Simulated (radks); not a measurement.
Problem. Calculated with a radial shooting solver on a logarithmic mesh with Libxc functionals: Dirac Kohn-Sham, PBEsol, spin-unpolarised, spherical densities, point nucleus; open shells fill j = l - 1/2 first. Each species is in its NIST ground configuration. Rank Fe3+, Co3+, Zn3+, Cr3+, Sc3+, Ti3+, Mn3+, Cu3+, Ni3+, V3+ by Delta-SCF ionisation energy (eV), largest first.

Solution. Sc3+ 73.604, Zn3+ 61.595, Cu3+ 59.505, Ni3+ 57.367, Co3+ 55.176, Fe3+ 52.926, Mn3+ 50.771, Cr3+ 48.364, V3+ 45.872, Ti3+ 43.281.
